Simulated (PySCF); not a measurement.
Can point charges reproduce the dipole moment of `[H]/N=C\CN(C)[Si@H](O)C=C`?

Coordinates (GFN2-xTB, Å) and charges (e) from the PBE0/pcSseg-1 density (PySCF):

```csv
atom,x,y,z,Mulliken,IAO,Hirshfeld,ESP-fitted
C1,2.793,0.164,-0.656,-0.1515,-0.2665,-0.0762,-0.3403
C2,2.179,-0.938,-0.257,-0.5320,-0.4588,-0.1405,-0.3264
Si3,0.619,-0.989,0.804,+1.1040,+1.2187,+0.4316,+0.7569
O4,0.668,-0.035,2.122,-0.5573,-0.7859,-0.3023,-0.7086
N5,-0.678,-0.462,-0.204,-0.8310,-0.5243,-0.1714,-0.0392
C6,-0.813,-0.815,-1.595,-0.0625,-0.2971,-0.0724,-0.6054
C7,-1.857,0.150,0.358,+0.0132,-0.1920,-0.0281,-0.5299
C8,-1.865,1.647,0.163,+0.0020,+0.0332,+0.0468,+0.4875
N9,-0.932,2.353,-0.284,-0.3500,-0.4367,-0.2462,-0.8206
H10,3.694,0.149,-1.253,+0.1229,+0.1524,+0.0514,+0.1803
H11,2.425,1.147,-0.403,+0.1155,+0.1361,+0.0455,+0.1452
H12,2.608,-1.890,-0.544,+0.1286,+0.1535,+0.0418,+0.1525
H13,0.426,-2.287,1.450,-0.1345,-0.1720,-0.0921,-0.1481
H14,0.805,0.906,2.045,+0.2422,+0.3626,+0.1709,+0.4451
H15,-1.131,0.051,-2.183,+0.1106,+0.1343,+0.0369,+0.2134
H16,0.146,-1.159,-1.973,+0.1232,+0.1491,+0.0398,+0.1738
H17,-1.552,-1.614,-1.735,+0.1068,+0.1235,+0.0341,+0.1728
H18,-1.893,-0.040,1.435,+0.1446,+0.1596,+0.0501,+0.1763
H19,-2.767,-0.278,-0.082,+0.1272,+0.1403,+0.0471,+0.1834
H20,-2.776,2.156,0.467,+0.1059,+0.1393,+0.0478,+0.0297
H21,-0.110,1.804,-0.551,+0.1723,+0.2307,+0.0856,+0.4012
```

Q: Compute μ = Σ q r for each scheme (1 e·Å = 4.803 D) and compare with the dipole of the full density.

A: The full density gives (-0.21, -1.25, -1.15) D, 1.71 D in size; dipole vectors point from the negative to the positive end.

```json
{"scheme": "Mulliken", "μx": "-1.74", "μy": "-1.72", "μz": "-0.84", "size (D)": "2.59", "share of the full size (%)": "151", "angle to the full dipole (°)": "38"}
{"scheme": "IAO", "μx": "-0.61", "μy": "-1.88", "μz": "-1.14", "size (D)": "2.28", "share of the full size (%)": "133", "angle to the full dipole (°)": "14"}
{"scheme": "Hirshfeld", "μx": "-0.16", "μy": "-0.84", "μz": "-0.26", "size (D)": "0.90", "share of the full size (%)": "52", "angle to the full dipole (°)": "25"}
{"scheme": "ESP-fitted", "μx": "-0.23", "μy": "-1.25", "μz": "-1.16", "size (D)": "1.72", "share of the full size (%)": "101", "angle to the full dipole (°)": "1"}
```

Q: Which set comes closest?

A: Length of the difference vector: ESP-fitted 0.02 D, IAO 0.75 D, Hirshfeld 0.98 D, Mulliken 1.63 D. Closest: ESP-fitted. 

Q: What is left for the Hirshfeld atoms' own dipoles?

A: The Hirshfeld atoms' densities add up to the full density, so μ = Σ q r + Σ (atomic dipoles). The atomic dipoles sum to (-0.21, -1.25, -1.15) − (-0.16, -0.84, -0.26) = (-0.05, -0.41, -0.89) D, 0.98 D in size.

Q: With the origin at the mean of the coordinates, (0.000, 0.001, -0.137) Å, which are the largest single terms, by size, of the IAO dipole along the direction of the full one?

A: O4 +5.94, H14 -3.88, N9 +3.15, C6 -2.39, H16 +1.48 D; all 21 atoms together +2.22 D. The single terms depend on the origin, their sum doesn't.

Q: Give the size of the full dipole in other units.

A: 1.71 D = 0.674 au = 0.357 e·Å = 5.71 × 10⁻³⁰ C·m.

The structure is a single GFN2-xTB conformer in the gas phase; no vibrational or solvent corrections.
